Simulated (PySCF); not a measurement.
Species: C5H4F4O2.
Numbering: `[F:1][C@@H:2]1[CH:3]=[CH:4][O:5][C@@H:6]1[O:7][C:8]([F:9])([F:10])[F:11]`

Geometry (PBE0-D3(BJ)/def2-SVP, Å), atoms numbered from 1 in this order:
```
atom  x, y, z in Å
F1    -0.6241   -2.1080    0.2874
C2    -0.9986   -0.8521    0.6680
C3    -2.1330   -0.3008   -0.1324
C4    -1.7389    0.8572   -0.6645
O5    -0.4714    1.2320   -0.3578
C6     0.1242    0.1882    0.3789
O7     1.1180   -0.4351   -0.3812
C8     2.3550    0.0922   -0.3358
F9     3.1383   -0.6486   -1.0893
F10    2.8415    0.1009    0.9099
F11    2.3921    1.3467   -0.7752
H12   -1.2142   -0.8929    1.7502
H13   -3.1044   -0.7764   -0.2451
H14   -2.2798    1.5627   -1.2955
H15    0.5613    0.6229    1.2891
```

NICS = −σ at a ghost point: NICS(0) at the centroid of the ring atoms, NICS(1) 1 Å to either side along the normal of their mean plane, zz for the tensor component along that normal. Level: GIAO PBE0/pcSseg-1 (PySCF, non-relativistic, gas phase) on the PBE0-D3(BJ)/def2-SVP geometry, one conformer.

Ring bond lengths (Å), with Mayer bond orders in brackets: C2–C3 1.494 (1.03), C3–C4 1.334 (1.77), C4–O5 1.357 (1.02), O5–C6 1.410 (0.93), C6–C2 1.558 (0.99).

Q: Give the NICS values of each ring in ppm.

A: 
| ring | type | NICS(0) | NICS(1), two faces | NICS(1)zz, two faces | rms pucker (Å) | centre to ring atoms, mean (Å) |
| --- | --- | --- | --- | --- | --- | --- |
| C2–C3–C4–O5–C6 | 5-membered ring with O; formal bonds 1 double, 4 single | -3.9 | -3.6 / -2.2 | -4.5 / 0.4 | 0.03 | 1.21 |

Q: What can be read from them?

A: 
- C2–C3–C4–O5–C6: mean NICS(1)zz -2.0 ppm, near zero. C2, C6 have four or more neighbours, and the NICS criterion for π rings isn't applied. The two faces differ by 4.9 ppm, so no symmetry operation interchanges them.

Q: What field does 14.1 T along the ring normal induce along that normal at the first NICS(1) probe listed for ring C2–C3–C4–O5–C6, 1 Å off the ring?

A: NICSzz × B0 = -4.5 ppm × 14.1 T = -63 μT, against the applied field.

Q: Give the inner angles of the rings and the Hirshfeld charges of the ring atoms.

A: 
- C2–C3–C4–O5–C6: C2 101.6° (+0.055 e), C3 108.0° (-0.106 e), C4 115.2° (+0.041 e), O5 108.0° (-0.124 e), C6 106.7° (+0.108 e); sum 539.5° against 540° for a flat convex ring.

Q: What are the shieldings of the ring atoms and their hydrogens in the same run (means over atoms taken as equivalent)?

A: 
```
atoms                     environment  σ isotropic (ppm)  principal values of the symmetric part, first atom (ppm)
   C2                  sp3 C–F carbon               92.0                                         58.6, 85.4, 132.1
   C3                alkene CH carbon               79.4                                       -17.2, 109.2, 146.0
   C4   vinylic carbon bearing oxygen               26.8                                         -76.0, 58.8, 97.7
   O5             cyclic ether oxygen              156.9                                        97.2, 116.1, 257.5
   C6  sp3 carbon bearing two oxygens               88.2                                         62.5, 89.8, 112.3
  H12                methine hydrogen              25.60                                          22.7, 24.8, 29.2
  H13                vinylic hydrogen              25.88                                          24.3, 25.6, 27.7
  H14                vinylic hydrogen              24.73                                          22.3, 25.0, 26.9
  H15                methine hydrogen              25.84                                          22.6, 26.4, 28.5
```

Q: How do the values depend on the level or the medium?

A: 
| level | NICS(0), C2–C3–C4–O5–C6 | mean NICS(1)zz, C2–C3–C4–O5–C6 |
| --- | --- | --- |
| PBE0/pcSseg-1, gas | -3.9 | -2.0 |
| wB97X-D/pcSseg-2, gas | -3.3 | -1.7 |
| PBE0/pcSseg-1, IEF-PCM chloroform | -3.8 | -2.1 |

The geometry is the same throughout; the continuum's cavity takes Bondi-type radii × 1.2.
